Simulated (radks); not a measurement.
Question: All-electron atom: Au I in [Xe] 4f14 5d9.75 6s1 6d0.25 (fractional occupations, a model configuration). Calculated with a radial shooting solver on a logarithmic mesh with Libxc functionals: Dirac Kohn-Sham, LDA (Slater exchange, Perdew-Wang correlation), spin-unpolarised, spherical densities, finite nucleus; open shells fill j = l - 1/2 first; Fermi nuclear charge, rms radius 5.4371 fm. Some entries of the table are withheld. Estimate them.

| orbital | occ. | eigenvalue (Ry) | <r^2> (bohr^2) |
|---|---|---|---|
| 1s1/2 | 2 | -5920.128 | 0.0003939 |
| 2s1/2 | 2 | (1) | 0.005946 |
| 2p1/2 | 2 | (2) | 0.004204 |
| 2p3/2 | 4 | (3) | 0.005392 |
| 3s1/2 | 2 | -246.5107 | 0.03864 |
| 3p1/2 | 2 | -227.4071 | (4) |
| 3p3/2 | 4 | -197.6774 | (5) |
| 3d3/2 | 4 | -165.7077 | 0.03191 |
| 3d5/2 | 6 | -159.3118 | 0.03366 |
| 4s1/2 | 2 | -53.58787 | 0.1874 |
| 4p1/2 | 2 | -45.42734 | 0.1911 |
| 4p3/2 | 4 | -38.27940 | 0.2240 |
| 4d3/2 | 4 | -24.86606 | (6) |
| 4d5/2 | 6 | -23.53459 | (7) |
| 5s1/2 | 2 | (8) | 0.9645 |
| 4f5/2 | 6 | -6.31273 | 0.2974 |
| 4f7/2 | 8 | -6.03228 | 0.3060 |
| 5p1/2 | 2 | -5.48506 | (9) |
| 5p3/2 | 4 | -4.25826 | (10) |
| 5d3/2 | 4 | -0.75683 | 2.889 |
| 5d5/2 | 5.75 | -0.64149 | 3.211 |
| 6s1/2 | 1 | -0.57296 | 8.681 |
| 6d3/2 | 0.25 | -0.02049 | 603.0 |
| 6d5/2 | 0 | -0.02048 | 603.6 |

Answer: 
(1) 2s1/2 eigenvalue (Ry): -1044.047
(2) 2p1/2 eigenvalue (Ry): -1001.843
(3) 2p3/2 eigenvalue (Ry): -867.0836
(4) 3p1/2 <r^2> (bohr^2): 0.03520
(5) 3p3/2 <r^2> (bohr^2): 0.04163
(6) 4d3/2 <r^2> (bohr^2): 0.2365
(7) 4d5/2 <r^2> (bohr^2): 0.2483
(8) 5s1/2 eigenvalue (Ry): -8.14552
(9) 5p1/2 <r^2> (bohr^2): 1.136
(10) 5p3/2 <r^2> (bohr^2): 1.377
